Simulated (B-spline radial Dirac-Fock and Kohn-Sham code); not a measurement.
## Successive ionisation energies of osmium: Dirac-Fock against NIST

Method: relaxed Dirac-Fock hole states (ΔSCF) with Breit and QED corrections and a finite nucleus. Computed with an atomic code on a B-spline grid. Each value is the difference of the configuration-average energies of two neighbouring ions in their tabulated ground configurations. Electron correlation is not included. NIST's values refer to the lowest levels; many for high charge states are themselves semi-empirical or theoretical. Where a p, d or f shell is open in either ion the computed value averages over both j values and all terms, while the table refers to the lowest levels; that difference holds spin-orbit splitting (largest in heavy or highly charged ions), term energies where several electrons share open shells, and correlation, and it can reach 10 % or more.

```csv
ion,configuration,computed (eV),NIST (eV),kind,NIST − computed (eV)
Os²⁸⁺,[Kr] 4d10 4f2,943.6,970 ± 50,theoretical,+26.42
Os²⁹⁺,[Kr] 4d10 4f1,997.2,1015 ± 25,theoretical,+17.81
Os³⁰⁺,[Kr] 4d10,1269.3,1262 ± 4,theoretical,-7.34
Os³¹⁺,[Kr] 4d9,1321.6,1311 ± 4,theoretical,-10.59
Os³²⁺,[Kr] 4d8,1374.5,1364 ± 4,theoretical,-10.48
Os³³⁺,[Kr] 4d7,1428.0,1420 ± 5,theoretical,-8.00
Os³⁴⁺,[Kr] 4d6,1482.1,1474 ± 5,theoretical,-8.15
Os³⁵⁺,[Kr] 4d5,1536.9,1528 ± 5,theoretical,-8.93
Os³⁶⁺,[Kr] 4d4,1592.3,1606 ± 5,theoretical,+13.66
```

Question: Where in this range is the largest relative jump, and why?

Answer: From Os²⁹⁺ (997.2 eV) to Os³⁰⁺ (1269.3 eV), a factor of 1.27. The configuration goes from [Kr] 4d10 4f1 to [Kr] 4d10, so the next electron comes out of a deeper subshell.
